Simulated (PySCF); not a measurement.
Why did this PySCF run fail?

```python
from pyscf import gto, dft

mol = gto.M(
    atom='Ca 0 0 0; Ca 0 0 3.28',
    basis='3-21g',
    charge=1,
    spin=1,
    symmetry=True,
    verbose=4,
)
mf = dft.UKS(mol, xc='revtpss')
mf.level_shift = -0.2
mf.kernel()
g = mf.nuc_grad_method()
g.grid_response = True
g.kernel()
mf.dip_moment()
print('orbital energies (hartree):', [e[max(0, n-3):n+3].round(4) for e, n in zip(mf.mo_energy, mol.nelec)])
```

```bash
$ OMP_NUM_THREADS=1 python input.py
```

The log, shortened:

```
[earlier lines left out]
cycle= 42 E= -1347.74696855298  delta_E= -0.235  |g|= 0.054  |ddm|= 2.91
cycle= 43 E= -1347.51238545151  delta_E= 0.235  |g|= 6.1e-13  |ddm|= 2.91
cycle= 44 E= -1347.74696855298  delta_E= -0.235  |g|= 0.054  |ddm|= 2.91
cycle= 45 E= -1347.51238545151  delta_E= 0.235  |g|= 6.72e-13  |ddm|= 2.91
cycle= 46 E= -1347.74696855298  delta_E= -0.235  |g|= 0.054  |ddm|= 2.91
cycle= 47 E= -1347.51238545151  delta_E= 0.235  |g|= 5.22e-13  |ddm|= 2.91
cycle= 48 E= -1347.74696855298  delta_E= -0.235  |g|= 0.054  |ddm|= 2.91
cycle= 49 E= -1347.51238545151  delta_E= 0.235  |g|= 2.1e-13  |ddm|= 2.91
cycle= 50 E= -1347.74696855298  delta_E= -0.235  |g|= 0.054  |ddm|= 2.91
SCF not converged.
SCF energy = -1347.74696855298 after 50 cycles  <S^2> = 0.75236558  2S+1 = 2.0023642

WARN: Ground state SymAdaptedUKS not converged

******** <class 'pyscf.grad.uks.Gradients'> for <class 'pyscf.dft.uks_symm.SymAdaptedUKS'> ********
unit = Eh/Bohr
grid_response = True

WARN: Unable to to identify input symmetry using original axes.
Different symmetry axes will be used.

--------------- SymAdaptedUKS gradients ---------------
         x                y                z
0 Ca     0.0000000000     0.0000000000     0.0004831485
1 Ca     0.0000000000     0.0000000000    -0.0004831485
----------------------------------------------

WARN: System has nonzero charge 1; the dipole moment is origin-dependent.
Location of origin: [0. 0. 0.]

Dipole moment(X, Y, Z, Debye):  0.00000,  0.00000,  7.87726
orbital energies (hartree): [array([-1.3104, -0.6023, -0.4859, -0.4184, -0.3944, -0.3944]), array([-1.3102, -1.3102, -0.5862, -0.446 , -0.446 , -0.4293])]
```

Question: Which setting is at fault, why, and what does a mended input give?

Answer: The level shift (hartree) (-0.2): a negative shift narrows the gap and lets the occupation swap. With this edit
```diff
- mf.level_shift = -0.2
```
the run finishes: E(SCF) = -1347.758904 Eh, 7 cycles, ⟨S²⟩ = 0.757, gradient on the second atom -0.0337 Eh/bohr.

The basis is very small, so the numbers show the basis as much as the system. The bond length is a typed value, not an optimised one. The dipole of an ion depends on the origin. No search for the lowest solution was made.
